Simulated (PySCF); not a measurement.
C5H9NSi.
Numbering: `[N:1]#[C:2][CH2:3][C@@H:4]1[CH2:5][CH2:6][SiH2:7]1` (hydrogens: H8, H9 on C3; H10 on C4; H11, H12 on C5; H13, H14 on C6; H15, H16 on Si7)

The same species was optimised twice, with GFN2-xTB and with PBE0-D3(BJ)/def2-SVP (PySCF), and the same property calculations (PySCF, gas phase) were run on both structures.

```tsv
coordinate	GFN2-xTB	PBE0-D3(BJ)/def2-SVP	change
C2–C3 (Å)	1.437	1.458	+0.021
C6–Si7 (Å)	1.914	1.896	-0.018
C4–Si7 (Å)	1.924	1.908	-0.016
N1≡C2 (Å)	1.144	1.157	+0.013
C5–C6 (Å)	1.542	1.550	+0.008
C3–C4 (Å)	1.530	1.523	-0.007
C4–C5 (Å)	1.544	1.551	+0.007
C3–C4–Si7 (°)	119.4	124.4	+5.0
C5–C6–Si7 (°)	91.4	86.9	-4.5
C5–C4–Si7 (°)	91.0	86.5	-4.5
C3–C4–C5 (°)	114.0	116.8	+2.8
C2–C3–C4 (°)	110.4	112.6	+2.2
C4–Si7–C6 (°)	75.9	77.6	+1.7
C4–C5–C6 (°)	99.7	100.5	+0.8
N1–C2–C3 (°)	178.4	178.4	0.0
C2–C3–C4–C5 (°)	180	175	-5
```

Rotational constants: A = 4576, B = 1338, C = 1104 MHz (GFN2-xTB) against A = 4740, B = 1278, C = 1070 MHz (PBE0-D3(BJ)/def2-SVP). Point groups within 0.08 Å: C1 and C1.

On the GFN2-xTB structure: isotropic polarisability (au) 85.0 [wB97X-D/def2-SVPD]; HOMO (eV) -10.01 [wB97X-D/def2-SVPD]; LUMO (eV) 1.57 [wB97X-D/def2-SVPD]; dipole (D) 4.33 [wB97X-D/def2-SVPD]; HOMO (eV) -8.19 [PBE0/pcSseg-1]; LUMO (eV) -0.01 [PBE0/pcSseg-1]; dipole (D) 4.19 [PBE0/pcSseg-1]; GIAO shielding of N1 (ppm) -28.7 [PBE0/pcSseg-1]; GIAO shielding of C2 (ppm) 62.7 [PBE0/pcSseg-1]; GIAO shielding of C3 (ppm) 164.3 [PBE0/pcSseg-1]; GIAO shielding of C4 (ppm) 159.8 [PBE0/pcSseg-1]; GIAO shielding of C5 (ppm) 157.2 [PBE0/pcSseg-1]; GIAO shielding of C6 (ppm) 181.2 [PBE0/pcSseg-1]; GIAO shielding of Si7 (ppm) 374.6 [PBE0/pcSseg-1].

Q: What do these properties become on the PBE0-D3(BJ)/def2-SVP structure?

A: 
```csv
property,level,on GFN2-xTB,on PBE0-D3(BJ)/def2-SVP,change
isotropic polarisability (au),wB97X-D/def2-SVPD,85.0,86.7,+1.7
HOMO (eV),wB97X-D/def2-SVPD,-10.01,-10.10,-0.09
LUMO (eV),wB97X-D/def2-SVPD,1.57,1.65,+0.08
dipole (D),wB97X-D/def2-SVPD,4.33,4.44,+0.11
"energy, GFN2-xTB geometry as zero (kcal/mol)",wB97X-D/def2-SVPD,0.0,-3.3,-3.3
HOMO (eV),PBE0/pcSseg-1,-8.19,-8.28,-0.09
LUMO (eV),PBE0/pcSseg-1,-0.01,0.10,+0.11
dipole (D),PBE0/pcSseg-1,4.19,4.29,+0.10
"energy, GFN2-xTB geometry as zero (kcal/mol)",PBE0/pcSseg-1,0.0,-3.0,-3.0
GIAO shielding of N1 (ppm),PBE0/pcSseg-1,-28.7,-37.2,-8.5
GIAO shielding of C2 (ppm),PBE0/pcSseg-1,62.7,60.4,-2.3
GIAO shielding of C3 (ppm),PBE0/pcSseg-1,164.3,163.2,-1.1
GIAO shielding of C4 (ppm),PBE0/pcSseg-1,159.8,159.6,-0.2
GIAO shielding of C5 (ppm),PBE0/pcSseg-1,157.2,153.4,-3.8
GIAO shielding of C6 (ppm),PBE0/pcSseg-1,181.2,177.7,-3.5
GIAO shielding of Si7 (ppm),PBE0/pcSseg-1,374.6,372.6,-2.0
```

The heavy atoms differ by 0.114 Å rms after alignment. Among bonds between heavy atoms C2–C3 changes most (+0.021 Å). Changes are differences of the printed values. Neither structure is proved a minimum here.

Conformer computed: `[N:1]#[C:2][CH2:3][C@@H:4]1[CH2:5][CH2:6][SiH2:7]1`: C2–C3–C4–C5 175°.

wB97X-D is run here without its empirical dispersion term; that term would change no orbital, density or response property at a fixed geometry.
